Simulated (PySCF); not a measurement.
O (oxygen, neutral) across methods

[He] 2s1 2p5, high-spin 3P determinant (an excited configuration). Computed with PySCF 2.14 in dyall-av2z (11s7p2d, 42 functions), with no relativity, point nucleus.

```tsv
method	E (hartree)	mean ε 2s α (eV)	mean ε 2p α (eV)	mean ε 2p β (eV)	Σ⟨r²⟩ (bohr²)	⟨S²⟩
PBE0	-74.4628	-29.562	-13.143	-9.187	12.10	2.012
r2SCAN	-74.5028	-27.793	-11.602	-7.881	12.08	2.015
TPSS	-74.5536	-26.660	-11.015	-7.786	12.15	2.008
LDA	-74.0026	-25.679	-10.970	-7.850	12.30	2.009
PBEsol	-74.2261	-25.791	-10.801	-7.668	12.26	2.009
TPSSh	-74.5401	-28.038	-11.919	-8.349	12.10	2.010
B3LYP	-74.5488	-28.743	-12.713	-9.113	12.17	2.011
UHF	-74.19569	-40.175	-19.853	-12.105	12.12	2.042
```

**Question.** Estimate the same row for PBE.

**Answer.** E (hartree) = -74.4786; mean ε 2s α (eV) = -25.942; mean ε 2p α (eV) = -10.836; mean ε 2p β (eV) = -7.776; Σ⟨r²⟩ (bohr²) = 12.25; ⟨S²⟩ = 2.008.
